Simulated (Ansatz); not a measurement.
Molecule: sum formula NHTeF (charge -1, singlet). It need not be the lowest isomer of its formula. Whether it binds its extra electron was not tested at this geometry. 
Structure (B3LYP-D3(BJ)/def2-TZVP (Ansatz, a quantum-chemistry and plane-wave program) minimum search):
SMILES: [NH-][Te]F
```xyz
4

Te    -0.0116    -0.0581     0.2966
F      0.4027     1.6560    -0.7926
N     -0.2538    -1.4930    -1.0042
H     -1.2439    -1.4337    -1.2624
```
Charge -1, spin multiplicity 1.

Basis-set convergence of Hartree-Fock and CCSD(T) correlation energies (hartree) with Ansatz. Correlated levels leave the core frozen unless marked. Spin-orbit coupling is left out. The frozen core is the preceding noble-gas configuration, with the filled d and f shells of earlier blocks. In def2 rows, elements after Kr have scalar-relativistic effective core potentials.

```json
[
 {"basis": "def2-SVPD", "functions": "86", "E(HF)": "-421.31175", "E(corr, CCSD(T))": "-0.54849", "rough core time": "under 20 s"},
 {"basis": "def2-TZVPPD", "functions": "153", "E(HF)": "[?]", "E(corr, CCSD(T))": "[?]", "rough core time": "50 s"}
]
```

Question: What belongs in the gaps?

Answer: 
- def2-TZVPPD, E(HF): -421.51226
- def2-TZVPPD, E(corr, CCSD(T)): -0.67243
